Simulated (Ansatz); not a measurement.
Geometry optimisation, Ansatz 0.2.0, RKS PBE0/def2-SVP.

Input:

```yaml
crystal:
  periodic: [false, false, false]
  atoms:
    - { symbol: Sn, position_ang: [0.0, 0.0, 0.0] }
    - { symbol: O, position_ang: [0.0, 0.0, 2.31] }
    - { symbol: H, position_ang: [-0.9095, -0.2814, 2.6471] }
    - { symbol: H, position_ang: [1.6408, 0.0, -0.5794] }
    - { symbol: Cl, position_ang: [-1.1351, 1.9666, -0.8025] }
    - { symbol: H, position_ang: [-0.8195, -1.4198, -0.5794] }
    - { symbol: H, position_ang: [0.7648, 1.7785, 0.6433] }
    - { symbol: H, position_ang: [0.5814, 1.352, 1.6366] }
basis:
  gaussian: { orbitals: def2-SVP }
hamiltonian:
  xc: pbe0
relax:
  f_tol: 0.15
  max_steps: 25
  restrain:
    - { distance: [0, 6], at: 1.74, k: 30.0 }
    - { distance: [7, 1], at: 1.01, k: 30.0 }
    - { distance: [0, 1], at: 3.16, k: 30.0 }
    - { distance: [7, 6], at: 1.86, k: 30.0 }
```

Run as:

```bash
$ ansatz run input.yaml --threads 2 --pin off --max-ram 3072MiB --backend cpu --events-out ev --progress --plain --runs-dir out
```

Task: Where does it end, and by what steps?

Result: It converged. The restraints hold the end off the free minimum. After 12 steps the energy has fallen by 2.575 eV (the restraints' own energy left out); Cl5 moved furthest, 1.54 Å. Parted: Sn1–O2. Joined: O2–H8.

```json
{"step": "0", "energy less start (eV)": "0.0000", "largest force component (eV/Å)": "3.767", "accepted": "yes"}
{"step": "1", "energy less start (eV)": "1.1115", "largest force component (eV/Å)": "2.917", "accepted": "yes"}
{"step": "2", "energy less start (eV)": "1.0401", "largest force component (eV/Å)": "2.730", "accepted": "yes"}
{"step": "3", "energy less start (eV)": "0.0905", "largest force component (eV/Å)": "1.786", "accepted": "yes"}
{"step": "4", "energy less start (eV)": "-1.0242", "largest force component (eV/Å)": "1.031", "accepted": "yes"}
{"step": "5", "energy less start (eV)": "-1.7126", "largest force component (eV/Å)": "1.003", "accepted": "yes"}
{"step": "6", "energy less start (eV)": "-2.1106", "largest force component (eV/Å)": "1.650", "accepted": "yes"}
{"step": "7", "energy less start (eV)": "-2.3525", "largest force component (eV/Å)": "1.204", "accepted": "yes"}
{"step": "8", "energy less start (eV)": "-2.4510", "largest force component (eV/Å)": "1.001", "accepted": "yes"}
{"step": "9", "energy less start (eV)": "-2.4860", "largest force component (eV/Å)": "0.888", "accepted": "yes"}
{"step": "10", "energy less start (eV)": "-2.5108", "largest force component (eV/Å)": "0.978", "accepted": "yes"}
{"step": "11", "energy less start (eV)": "-2.5247", "largest force component (eV/Å)": "1.262", "accepted": "yes"}
{"step": "12", "energy less start (eV)": "-2.5753", "largest force component (eV/Å)": "0.917", "accepted": "yes"}
```

```xyz
8
Properties=species:S:1:pos:R:3
Sn 0.010 0.525 -0.401
O 0.467 -0.178 2.641
H -0.406 -0.440 2.958
H 1.524 -0.100 -0.860
Cl -0.774 1.733 -2.280
H -1.186 -0.643 -0.089
H 0.133 1.716 0.852
H 0.355 0.783 2.456
```

Whether the end is a true minimum wasn't checked by a vibrational analysis.

Time of the run: 15 s on 2 threads of Intel(R) Xeon(R) 6975P-C (Granite Rapids), on a shared host, peak memory 0.2 GiB.
